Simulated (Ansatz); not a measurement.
`C=N[SiH2]O[SiH3]` + `[OH][Al]([OH])[SH]` → `C=N[SiH2]S` + `[OH][Al]([OH])[O][SiH3]`  (redistribution)

Gas-phase electronic energies from Ansatz, PBE0-D4/def2-TZVP geometries. CBS: MP2 limit from def2 TZ/QZ plus the TZ coupled-cluster correction, frozen cores. This one scheme is used for every species. DFT in def2-TZVPP. B3LYP here is the variant with VWN-RPA as its local correlation; programs differ in this. One conformer a species, not always the lowest.

`C=N[SiH2]O[SiH3]`:

Z-matrix (Å, degrees):
```
Si
N 1 1.727
O 1 1.637 2 113.5
H 1 1.480 2 107.0 3 119.6
H 1 1.483 2 107.0 3 -120.9
C 2 1.257 1 126.9 3 0.3
Si 3 1.634 1 147.6 2 -106.7
H 6 1.096 2 120.4 1 -180.0
H 6 1.101 2 124.1 1 -0.0
H 7 1.484 3 109.4 1 -123.4
H 7 1.487 3 110.3 1 -3.0
H 7 1.485 3 109.0 1 117.1
```

`[OH][Al]([OH])[SH]`:

Cartesian coordinates in Å:
```
O -1.249 -0.498 -0.634
Al 0.177 0.058 0.083
O 1.644 -0.773 0.142
S 0.133 2.012 1.017
H -1.361 -1.337 -1.075
H 1.819 -1.637 -0.223
H -1.162 2.176 0.690
```

`C=N[SiH2]S`:

```xyz
9

C     0.099    1.780    0.260
N    -0.312    0.776   -0.376
Si   -0.282   -0.851    0.239
S     1.018   -2.052   -0.942
H     0.520    1.740    1.278
H     0.055    2.777   -0.193
H    -1.677   -1.347    0.186
H     0.266   -0.949    1.621
H     0.314   -1.874   -2.073
```

`[OH][Al]([OH])[O][SiH3]`:

Cartesian coordinates in Å:
```
O -0.354 0.962 -2.183
Al -0.696 -0.177 -0.989
O -1.874 -1.352 -1.273
O 0.149 -0.112 0.456
Si 1.180 0.332 1.630
H -0.810 0.967 -3.024
H -2.108 -2.020 -0.631
H 2.581 0.033 1.229
H 0.870 -0.421 2.874
H 1.061 1.788 1.911
```

```
             level  ΔE (kcal/mol)  difference from CCSD(T)/CBS
            PBE-D4            2.3                         -0.6
         r2SCAN-D4            2.7                         -0.2
           PBE0-D4            2.6                         -0.3
          B3LYP-D4            3.0                          0.1
           ωB97X-V            3.1                          0.2
           ωB97M-V            3.1                          0.2
            B2PLYP            2.5                         -0.4
               PBE            2.0                         -0.9
            r2SCAN            2.6                         -0.3
              PBE0            2.4                         -0.5
             B3LYP            2.5                         -0.4
     HF/def2-TZVPP            3.9                          1.0
    MP2/def2-TZVPP            2.2                         -0.7
SCS-MP2/def2-TZVPP            2.4                         -0.5
   CCSD/def2-TZVPP            2.7                         -0.2
CCSD(T)/def2-TZVPP            2.6                         -0.3
     HF/def2-QZVPP            3.9                          1.0
    MP2/def2-QZVPP            2.4                         -0.5
SCS-MP2/def2-QZVPP            2.5                         -0.4
      HF/CBS(def2)            3.9                          1.0
     MP2/CBS(def2)            2.5                         -0.4
    CCSD/CBS(def2)            3.0                          0.1
       CCSD(T)/CBS            2.9                            0
```

Largest T1 diagnostic among the species: 0.013.

In def2-TZVPP, CCSD(T) changes the Hartree–Fock value by −1.3 kcal/mol (the triples alone add −0.1 kcal/mol) and MP2 by −1.7 kcal/mol.
